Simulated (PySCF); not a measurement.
B3LYP has the VWN-RPA correlation part, as in Gaussian. Excitations are Tamm–Dancoff values on a coarser integration grid. The basis has no diffuse functions, so Rydberg states are missing or too high.

H₂AlBr₂N, SMILES `[Br][Al]([Br])[NH2]` (charge 0, multiplicity 1)

Calculation: PySCF with B3LYP-D3(BJ)/def2-TZVP.

```json
{
 "HOMO": "-7.73 eV",
 "dipole_moment": "2.27 D",
 "HOMO–LUMO gap": "6.61 eV",
 "LUMO": "-1.12 eV",
 "S1 excitation (TDA)": "5.54 eV",
 "S1 oscillator strength": "0.009",
 "T1 excitation (TDA)": "5.18 eV",
 "S1–T1 gap (TDA)": "0.35 eV",
 "vertical ionisation energy (Delta-SCF)": "10.01 eV",
 "total_energy": "-5447.0022 Ha",
 "cost": "around 110 core-seconds (rough)"
}
```

Bonds (Å): N1–Al2 1.751, N1–H5 1.008, N1–H6 1.008, Al2–Br3 2.250, Al2–Br4 2.250. Bond angles (°): Al2–N1–H5 124.3, Al2–N1–H6 124.4, H5–N1–H6 111.3, N1–Al2–Br3 119.8, N1–Al2–Br4 119.8, Br3–Al2–Br4 120.5.
